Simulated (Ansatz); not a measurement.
Basis sets compared for SnBrH3 (SnH₃Br). Total charge 0; singlet. Geometry r2SCAN-D4/def2-TZVP. Ansatz on 4 threads of Intel Xeon on a shared host; times are rough, and most runs start from earlier orbitals.

```xyz
5

Sn   -0.1524    0.1423   -0.0296
Br    1.6482   -1.5393    0.3196
H    -1.2006   -0.5139   -1.1958
H     0.6146    1.5590   -0.5718
H    -0.9099    0.3520    1.4776
```

In the def2 sets Sn takes a core potential; there is no spin–orbit coupling.

Binding counts from free atoms (Sn triplet, Br doublet, H doublet) in the same basis, without a counterpoise term.

```tsv
level	functions	energy (Eh)	HOMO (eV)	LUMO (eV)	binding per atom (eV)	wall time
PBE-D4/def2-SVP	73	-2789.5580	-6.70	-1.72	2.24	3.5 s
PBE0-D4/def2-SVP	73	-2789.6645	-8.01	-0.90	2.23	7 s
```

**Question.** Estimate the rows for PBE-D4/def2-TZVP, PBE0-D4/def2-TZVP.

**Answer.** 
| level | functions | energy (Eh) | HOMO (eV) | LUMO (eV) | binding per atom (eV) | wall time |
| --- | --- | --- | --- | --- | --- | --- |
| PBE-D4/def2-TZVP | 116 | -2789.8841 | -6.89 | -1.92 | 2.26 | 4.4 s |
| PBE0-D4/def2-TZVP | 116 | -2789.9886 | -8.16 | -1.09 | 2.26 | 9.1 s |
